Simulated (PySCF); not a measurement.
**How far are cheaper levels from CCSD(T)/CBS for PbN?**

PySCF; the state is a doublet (π ↑). The composite is CCSD(T) extrapolated to the basis-set limit from two correlation-consistent sets, with core-valence (CV) and scalar-relativistic (SR) terms as its label shows; it has no spin–orbit coupling and nothing beyond (T). Here it is CCSD(T)/CBS(DT). It gives Re = 2.054 Å, ωe = 610 cm⁻¹ and De = 2.31 eV to Pb + N.

| level | basis | relativity | Re (Å) | ωe (cm⁻¹) | De (eV) |
| --- | --- | --- | --- | --- | --- |
| ROHF | cc-pVDZ-PP/cc-pVDZ | scalar-relativistic core potentials | 2.005 | 742 | -1.75 |
| ROHF | aug-cc-pVDZ-PP/aug-cc-pVDZ | scalar-relativistic core potentials | 2.010 | 739 | -1.41 |
| ROHF-MP2 | def2-SVP | scalar-relativistic core potentials | 2.106 | 545 | 1.43 |
| ROHF-SCS-MP2 | aug-cc-pVDZ-PP/aug-cc-pVDZ | scalar-relativistic core potentials | 2.098 | 581 | 1.91 |
| ROHF-CCSD(T) | cc-pVDZ-PP/cc-pVDZ | scalar-relativistic core potentials | 2.124 | 533 | 1.40 |
| PBE | def2-SVP | scalar-relativistic core potentials | 2.091 | 593 | 2.66 |
| PBEsol | aug-cc-pVDZ-PP/aug-cc-pVDZ | scalar-relativistic core potentials | 2.074 | 616 | 2.93 |
| r²SCAN | def2-SVPD | scalar-relativistic core potentials | 2.093 | 542 | 2.13 |
| TPSSh | def2-SVP | scalar-relativistic core potentials | 2.097 | 524 | 2.13 |
| ωB97X | def2-SVPD | scalar-relativistic core potentials | 2.058 | 541 | 2.15 |

Give the difference of each row from the composite.



```json
{"level": "ROHF", "basis": "cc-pVDZ-PP/cc-pVDZ", "ΔRe (pm)": "-4.9", "Δωe (%)": "+21.6", "ΔDe (eV)": "-4.06"}
{"level": "ROHF", "basis": "aug-cc-pVDZ-PP/aug-cc-pVDZ", "ΔRe (pm)": "-4.4", "Δωe (%)": "+21.1", "ΔDe (eV)": "-3.72"}
{"level": "ROHF-MP2", "basis": "def2-SVP", "ΔRe (pm)": "+5.2", "Δωe (%)": "-10.7", "ΔDe (eV)": "-0.88"}
{"level": "ROHF-SCS-MP2", "basis": "aug-cc-pVDZ-PP/aug-cc-pVDZ", "ΔRe (pm)": "+4.4", "Δωe (%)": "-4.8", "ΔDe (eV)": "-0.40"}
{"level": "ROHF-CCSD(T)", "basis": "cc-pVDZ-PP/cc-pVDZ", "ΔRe (pm)": "+7.0", "Δωe (%)": "-12.6", "ΔDe (eV)": "-0.91"}
{"level": "PBE", "basis": "def2-SVP", "ΔRe (pm)": "+3.7", "Δωe (%)": "-2.8", "ΔDe (eV)": "+0.35"}
{"level": "PBEsol", "basis": "aug-cc-pVDZ-PP/aug-cc-pVDZ", "ΔRe (pm)": "+2.0", "Δωe (%)": "+1.0", "ΔDe (eV)": "+0.62"}
{"level": "r²SCAN", "basis": "def2-SVPD", "ΔRe (pm)": "+3.9", "Δωe (%)": "-11.1", "ΔDe (eV)": "-0.18"}
{"level": "TPSSh", "basis": "def2-SVP", "ΔRe (pm)": "+4.3", "Δωe (%)": "-14.1", "ΔDe (eV)": "-0.18"}
{"level": "ωB97X", "basis": "def2-SVPD", "ΔRe (pm)": "+0.4", "Δωe (%)": "-11.3", "ΔDe (eV)": "-0.16"}
```

Which rows come closest in De?

ωB97X in def2-SVPD (-0.16 eV), counted from the composite.

⟨S²⟩ is raised (PbN 1.00), so spin contamination touches these numbers. Correlated steps freeze 5 core orbitals. Correlated levels converge slowly with the basis: in double zeta they bind strong bonds too weakly, by up to about 1 eV, and carry superposition errors of some tenths. Spin–orbit coupling is left out, which matters for elements this heavy, above all for dissociation energies. The CCSD T1 diagnostic is raised in PbN, a sign that a single reference may not be enough there. UHF is strongly spin-contaminated for PbN, so the ROHF reference used there is far from stable. A negative De means that the minimum lies above the separated atoms at that level. The state is the lowest determinant that a PBE0 search found; another state may lie lower at other levels.
